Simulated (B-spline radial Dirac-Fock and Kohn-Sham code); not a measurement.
**Dipole and non-dipole photoemission parameters of Nd 3p1/2**

System: neutral neodymium, configuration [Xe] 4f4 6s2; threshold 1403.0 eV (tabulated edge). Calculated with an atomic code on a B-spline grid, using Dirac-Hartree-Slater photoionisation with a Latter tail; cross sections with all multipoles, angular parameters from the dipole term and its interference with E2.

For linearly polarised light dσ/dΩ = σ/(4π) [1 + β P₂(cos θ) + (δ + γ cos²θ) sin θ cos φ], with θ from the polarisation vector and φ the angle between the beam and the projection of the electron momentum on the plane normal to the polarisation.

```
hν (eV)  σ (kb)      β       γ      δ
   2070    52.1  1.449   0.182  0.021
   2360    42.5  1.526   0.063  0.009
 2984.4    28.4  1.589  -0.019  0.002
   2990    28.3  1.589  -0.019  0.002
   3530       ?      ?       ?      ?
   4220    14.5  1.599   0.105  0.003
   6400    5.81  1.544   0.495  0.014
   9450    2.27  1.453   0.976  0.036
   9970    1.99  1.438   1.048  0.040
```

Problem. Give the values at 3530 eV.

Solution. σ = 20.7 kb, β = 1.602, γ = 0.012, δ = 0.002.
